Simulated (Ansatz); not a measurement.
Species: sum formula SiI2F (charge 0, doublet). It need not be the lowest isomer of its formula. 
Coordinates optimised at B3LYP-D3(BJ)/def2-TZVP (Ansatz, a program for electronic structure):
```
Si
F 1 1.6020
I 1 2.4690 2 107.54
I 1 2.4690 2 107.54 3 121.88
```
Charge 0, spin multiplicity 2.

Computed values are from Ansatz. Cores are frozen in the correlated levels unless marked. UHF or UKS for open shells. Spin-orbit coupling is left out. The frozen core is the preceding noble-gas configuration, with the filled d and f shells of earlier blocks. In def2 rows, elements after Kr have scalar-relativistic effective core potentials. CBS(X,Y): correlation extrapolated as X^-3; Hartree-Fock from the larger set.

```json
{
  "atomisation energy De": "1092.1 kJ/mol at CCSD(T)/CBS(def2-TZVPP,def2-QZVPP)",
  "total_energy": "-982.6778 Eh at CCSD(T)/CBS(def2-TZVPP,def2-QZVPP)",
  "dipole_moment": "0.83 D at CCSD(T)/def2-SVPD",
  "T1 diagnostic": "0.016 at CCSD/def2-QZVPP"
}
```
